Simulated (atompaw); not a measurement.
**carbon (C): PAW (atompaw) pseudisation with LDA (PW92), non-relativistic reference atom.**

* Element: C
* Generator: atompaw 4.2.0.5
* Type: PAW
* Functional: LDA (PW92)
* Relativity: non-relativistic
* Frozen core: [He]
* Valence charge: 4
* Reference configuration: 2s2 2p2
* Partial waves: 2s (bound): rc 1.55 bohr; 2s channel at 3.35 Ry: rc 1.55 bohr; 2p (bound): rc 1.55 bohr; 2p channel at -0.05 Ry: rc 1.55 bohr; 3d channel at -0.05 Ry: rc 1.40 bohr; 3d channel at 2.2 Ry: rc 1.40 bohr
* Local potential: ultrasoft scheme with l = 3 at 1 Ry, radius 1.35 bohr
* Core correction: smooth core density matched at 1.10 bohr
* Augmentation charge: sinc compensation charge, radius 1.00 bohr; PAW radius 1.55 bohr; waves and projectors: modrrkj vanderbiltortho

* Cutoffs needed: 18 Ry and 25 Ry (the cutoffs (Ry, on a coarse ladder) from which the occupation-weighted sum of valence levels, in a spherical-Bessel basis at the reference potential, stays within 10 and 1 mRy of its value at 400 Ry)
* Ghost test: no extra level below or beside the all-electron valence levels (s, p, d, f tested) (spherical-Bessel basis up to 400 Ry, 20 bohr box)
* Lowest eigenvalue of the overlap operator: 0.00 (p channel)
* Overlap eigenvalues printed by atompaw (projector basis): 0.00326, 0.0532, 1.36, 4.55, 22.9, 272
* Share of each valence orbital outside the PAW sphere: 2s 45 %, 2p 51 %
